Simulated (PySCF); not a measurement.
Excitation energy of I by level of theory

I [Kr] 4d10 5s2 5p5 (2P) → I [Kr] 4d10 5s2 5p4 5d1 (high-spin determinant), as a difference of total energies. Computed with PySCF 2.14 in aug-cc-pVTZ-DK3 (8s7p5d2f, 68 functions), with the spin-free X2C one-electron Hamiltonian (Gaussian nucleus). Correlated levels: valence: [Kr] 4d10 frozen. The calculations carry no spin-orbit coupling.

```
           method  excitation energy (eV)
              UHF                   8.077
    MP2 (valence)                   8.598
SCS-MP2 (valence)                   8.692
   CCSD (valence)                   8.555
CCSD(T) (valence)                   8.555
```

How much does correlation contribute at CCSD(T) (valence)?

8.555 − (8.077) = 0.478 eV, measured against UHF.

A first-order spin-orbit estimate (lowest level to lowest level, LS coupling) adds 0.006 eV.

The promoted electron is Rydberg-like, and one or two diffuse shells describe it only roughly, which tends to raise the upper state.

The determinant of the upper state mixes LS terms, which raises its energy above the lowest term, most at the Hartree-Fock and MP2 levels.
